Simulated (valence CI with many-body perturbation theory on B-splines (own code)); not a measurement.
**Cl³⁺: key properties**

Computed by valence CI with perturbative core correlation (CI+MBPT): four valence electrons over a frozen Dirac-Fock core [Ne], a basis of 9 s, 9 p, 8 d, 6 f, 3 g, 1 h functions for each j, with the one-electron correlation potential Σ1 (screened to all orders), the two-electron term Σ2, the three-electron term Σ3, Breit, model QED; selected single and double excitations, second order for the rest (own B-spline code, finite nucleus).

Against 16 measured levels this calculation errs by 72 cm⁻¹ on average and by 228 at most. These come from a selection out of Moore, Atomic Energy Levels, vol. I, NSRDS-NBS 35 (1971 reprint of NBS Circular 467, 1949), an old analysis. Levels without a partner in it may be off by more. Among the levels kept, up to 300 cm⁻¹ of a level comes from second order outside the variational space, and about a tenth of that is noise between levels of different J, which matters for small intervals.

Rates and lifetimes use the calculated energies. Strong lines usually hold to 10 to 20 %, long lifetimes can be off by a factor of two.

(1) What is the ground level?

(2) What are the static dipole polarisabilities of the lowest levels?

(3) Where does the other parity begin?

(4) Among levels below 28.294 eV, which E1 lines absorb most strongly from the ground level?

(5) How well does LS coupling describe the low levels?

(6) How is the term 3P of the ground level split?

(7) Name the longest-lived excited levels whose lifetime is computed, and their main decay.

Answers

(1) 3s2.3p2 3P_0, composition 95 % 3s2.3p2 3P.

(2) 3s2.3p2 3P_0 4.24; 3s2.3p2 3P_1 4.24 (tensor 0.069); 3s2.3p2 3P_2 4.25 (tensor -0.14); 3s2.3p2 1D_2 4.29 (tensor 0.27) bohr³, of which the core gives 0.0509.

(3) At 3s.3p3 5S°_2, 8.906 eV.

(4) to 3s2.3p.3d 3D°_1 at 53.44 nm, f = 1.33; to 3s2.3p.3d 3P°_1 at 54.90 nm, f = 0.791; to 3s.3p3 3S°_1 at 60.62 nm, f = 0.288.

(5) Among the lowest 20 levels the leading LS term, summed over configurations, holds 99 % on average. For single configurations the figures are 85 % in LS and 59 % in jj coupling. Terms mix most in the J = 1 level at 20.706 eV, where the leading one holds 88 %.

(6) J = 0 at 0.000, J = 1 at 0.061, J = 2 at 0.167 eV.

(7) 3s2.3p2 3P_1 at 0.061 eV lives 462 s, mostly by M1 to 3s2.3p2 3P_0; 3s2.3p2 3P_2 at 0.167 eV lives 119 s, mostly by M1 to 3s2.3p2 3P_1; 3s2.3p2 1D_2 at 1.721 eV lives 3.61 s, mostly by M1 to 3s2.3p2 3P_2.
